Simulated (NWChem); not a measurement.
# C$_{2}$H$_{8}$Si$_{2}$; SMILES [SiH2]1CC[SiH2]1

```xyz
12

C      0.7319    -0.2582     1.2499
C     -0.7319     0.2582     1.2499
Si    -1.1649    -0.0935    -0.5864
Si     1.1649     0.0935    -0.5864
H      0.7494    -1.3520     1.3966
H      1.3758     0.1836     2.0274
H     -0.7494     1.3520     1.3966
H     -1.3758    -0.1836     2.0274
H     -2.1063     0.8408    -1.2783
H     -1.6460    -1.4976    -0.7863
H      1.6460     1.4976    -0.7863
H      2.1063    -0.8408    -1.2783
```
Atoms are numbered in this order, from 1.

Level: PBE0/def2-SVP (NWChem), optimised geometry, unscaled harmonic frequencies. 

```tsv
frequency (cm⁻¹)	IR intensity (km/mol)
150	0.3
296	5.2
416	0.6
417	10.6
471	0.0
526	3.4
627	0.2
659	40.9
668	1.9
686	47.4
758	66.3
764	128.9
859	44.5
930	112.1
935	58.9
957	6.7
1020	11.7
1098	0.4
1195	2.6
1234	0.3
1417	8.8
1429	4.0
2210	169.3
2212	16.6
2223	52.0
2227	201.2
3066	13.5
3068	9.9
3128	8.1
3137	6.4
```

```yaml
zero_point_energy: 55.4 kcal/mol
thermal correction to the enthalpy at 298.15 K (with zero-point energy): 59.7 kcal/mol
heat capacity Cv: 23.1 cal/(mol K)
entropy at 298.15 K and 1 atm (symmetry number 2): 73.8 cal/(mol K)
dipole_moment: 0.60 D
```

Rigid rotor and harmonic oscillator.
